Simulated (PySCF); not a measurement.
# Simulated absorption spectrum

Species: C6H8OS.
Numbering: `[CH3:1][O:2][CH2:3][c:4]1[cH:5][cH:6][cH:7][s:8]1` (hydrogens: H9, H10, H11 on C1; H12, H13 on C3; H14 on C5; H15 on C6; H16 on C7)

Level of theory: TDDFT wB97X-D/def2-SVPD, vertical, gas phase, core orbitals frozen in the response (PySCF 2.14.0, density-fitted response routines). The structure is a single GFN2-xTB conformer in the gas phase; no vibrational or solvent corrections. Torsions of this conformer, `[CH3:1][O:2][CH2:3][c:4]1[cH:5][cH:6][cH:7][s:8]1`: C1–O2–C3–C4 -65°, O2–C3–C4–C5 -63°.

Each state is given a Gaussian of 0.3 eV full width at half maximum, with ε(max) = 2.175×10⁸ f / Δν̃ (Δν̃ the width in cm⁻¹). The width is an assumption, not a result. The curve ends short of the highest state used, and states not computed would add to its high-energy end.

```json
{"E (eV)": "5.22", "ε (L mol⁻¹ cm⁻¹)": "22"}
{"E (eV)": "5.26", "ε (L mol⁻¹ cm⁻¹)": "63"}
{"E (eV)": "5.30", "ε (L mol⁻¹ cm⁻¹)": "166"}
{"E (eV)": "5.34", "ε (L mol⁻¹ cm⁻¹)": "397"}
{"E (eV)": "5.37", "ε (L mol⁻¹ cm⁻¹)": "715"}
{"E (eV)": "5.41", "ε (L mol⁻¹ cm⁻¹)": "1440"}
{"E (eV)": "5.45", "ε (L mol⁻¹ cm⁻¹)": "2629"}
{"E (eV)": "5.49", "ε (L mol⁻¹ cm⁻¹)": "4357"}
{"E (eV)": "5.53", "ε (L mol⁻¹ cm⁻¹)": "6564"}
{"E (eV)": "5.56", "ε (L mol⁻¹ cm⁻¹)": "8392"}
{"E (eV)": "5.60", "ε (L mol⁻¹ cm⁻¹)": "10760"}
{"E (eV)": "5.64", "ε (L mol⁻¹ cm⁻¹)": "12664"}
{"E (eV)": "5.68", "ε (L mol⁻¹ cm⁻¹)": "13794"}
{"E (eV)": "5.71", "ε (L mol⁻¹ cm⁻¹)": "14077"}
{"E (eV)": "5.75", "ε (L mol⁻¹ cm⁻¹)": "13805"}
{"E (eV)": "5.79", "ε (L mol⁻¹ cm⁻¹)": "13026"}
{"E (eV)": "5.83", "ε (L mol⁻¹ cm⁻¹)": "11975"}
{"E (eV)": "5.87", "ε (L mol⁻¹ cm⁻¹)": "10767"}
{"E (eV)": "5.90", "ε (L mol⁻¹ cm⁻¹)": "9761"}
{"E (eV)": "5.94", "ε (L mol⁻¹ cm⁻¹)": "8272"}
{"E (eV)": "5.98", "ε (L mol⁻¹ cm⁻¹)": "6649"}
{"E (eV)": "6.02", "ε (L mol⁻¹ cm⁻¹)": "5013"}
{"E (eV)": "6.05", "ε (L mol⁻¹ cm⁻¹)": "3877"}
{"E (eV)": "6.09", "ε (L mol⁻¹ cm⁻¹)": "2597"}
{"E (eV)": "6.13", "ε (L mol⁻¹ cm⁻¹)": "1647"}
{"E (eV)": "6.17", "ε (L mol⁻¹ cm⁻¹)": "1013"}
{"E (eV)": "6.21", "ε (L mol⁻¹ cm⁻¹)": "624"}
{"E (eV)": "6.24", "ε (L mol⁻¹ cm⁻¹)": "442"}
{"E (eV)": "6.28", "ε (L mol⁻¹ cm⁻¹)": "289"}
{"E (eV)": "6.32", "ε (L mol⁻¹ cm⁻¹)": "195"}
{"E (eV)": "6.36", "ε (L mol⁻¹ cm⁻¹)": "132"}
{"E (eV)": "6.39", "ε (L mol⁻¹ cm⁻¹)": "99"}
{"E (eV)": "6.43", "ε (L mol⁻¹ cm⁻¹)": "67"}
{"E (eV)": "6.47", "ε (L mol⁻¹ cm⁻¹)": "46"}
{"E (eV)": "6.51", "ε (L mol⁻¹ cm⁻¹)": "33"}
{"E (eV)": "6.55", "ε (L mol⁻¹ cm⁻¹)": "25"}
{"E (eV)": "6.58", "ε (L mol⁻¹ cm⁻¹)": "21"}
{"E (eV)": "6.62", "ε (L mol⁻¹ cm⁻¹)": "19"}
{"E (eV)": "6.66", "ε (L mol⁻¹ cm⁻¹)": "23"}
{"E (eV)": "6.70", "ε (L mol⁻¹ cm⁻¹)": "34"}
{"E (eV)": "6.73", "ε (L mol⁻¹ cm⁻¹)": "47"}
{"E (eV)": "6.77", "ε (L mol⁻¹ cm⁻¹)": "74"}
{"E (eV)": "6.81", "ε (L mol⁻¹ cm⁻¹)": "109"}
{"E (eV)": "6.85", "ε (L mol⁻¹ cm⁻¹)": "148"}
```

Q: Where are the band maxima, and which computed states make them?

A: 217 nm (5.71 eV), ε about 14000, made up of S1 (82%) and S2 (18%) (ε in L mol⁻¹ cm⁻¹; maxima over ε = 5, shares over 10%). At its high-energy end, 6.85 eV, the curve is still rising (ε about 150, from S6). The states used: S1 5.67 eV (f 0.135); S2 5.90 eV (f 0.081); S3 6.18 eV (f 0.0028); S4 6.36 eV (f 0.0002); S5 6.52 eV (f 0.0001); S6 6.95 eV (f 0.0023); S7 7.35 eV (f 0.010); S8 7.45 eV (f 0.128).

Q: On this curve, what absorbance would a 10⁻⁴ mol/L sample give at 222 nm over a 1 cm path?

A: 222 nm is 5.585 eV, where ε is about 9900 L mol⁻¹ cm⁻¹, so A = ε c l ≈ 0.99 (Beer–Lambert, with the gas-phase spectrum and the assumed width).

Q: Does any computed singlet lie in the visible range?

A: No computed singlet lies in the visible range (380 to 750 nm); the lowest, at 219 nm, stands 2.41 eV above its violet end (3.26 eV).

Q: What would ε be at 5.71 eV, the highest of these maxima, with half the width (0.15 eV)?

A: About 20800 L mol⁻¹ cm⁻¹ against 14100, a factor of about 1.5; a lone state at its own centre would give exactly 2.
